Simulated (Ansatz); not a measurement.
`[Br][GeH2][Br]` + `FBBr` → `[F][GeH2][Br]` + `BrBBr` at 600 K and 1 bar (redistribution).

Program: Ansatz. Geometries: PBE0-D4/def2-TZVP. ΔE: electronic, gas phase. CCSD(T)/CBS is the MP2 limit (def2-TZVPP, def2-QZVPP) plus CCSD(T) − MP2 in def2-TZVPP, frozen cores. For Br, Ge outer-core shells are correlated without core-valence functions, which leaves a few kJ/mol of doubt a bond. Scalar relativity is left out up to krypton.

| species | CCSD(T)/CBS energy (Eh) | H − E (kJ/mol) | S (J/(mol·K)) |
| --- | --- | --- | --- |
| `[Br][GeH2][Br]` | -7224.02757 | 86.2 | 379.3 |
| `FBBr` | -2698.59010 | 70.1 | 312.6 |
| `[F][GeH2][Br]` | -4750.49448 | 87.6 | 359.4 |
| `BrBBr` | -5172.09209 | 67.1 | 333.0 |

H − E and S are ideal-gas, rigid-rotor, harmonic terms from PBE0-D4/def2-TZVP. 1 Eh = 2625.50 kJ/mol, R = 8.31446 J/(mol·K).

By hand: ΔE, ΔH, ΔS and ΔG.

ΔE = (-4750.49448) + (-5172.09209) − (-7224.02757) − (-2698.59010) = 0.03110 Eh = 81.7 kJ/mol. Δ(H − E) = 87.6 + 67.1 − 86.2 − 70.1 = -1.6, so ΔH = 80.1 kJ/mol. ΔS = 359.4 + 333.0 − 379.3 − 312.6 = 0.5 J/(mol·K). ΔG = 80.1 − 600 × (0.5)/1000 = 79.8 kJ/mol.

By hand: the equilibrium constant, and the temperature at which ΔG would vanish if ΔH and ΔS stayed fixed.

log₁₀ K = −ΔG/(RT ln 10) = -6.9. ΔG = 0 at ΔH/ΔS = 160200 K, far beyond where these terms or the molecules hold.

The number of gas molecules stays the same, so ΔS is small and ΔH decides. A doubt of 5 kJ/mol in ΔE shifts log₁₀ K by 0.4 here. These are equilibria of isolated gas molecules and say nothing of rates. Largest T1 diagnostic: 0.011 (customary marks: 0.02 for closed shells, 0.045 for open ones).
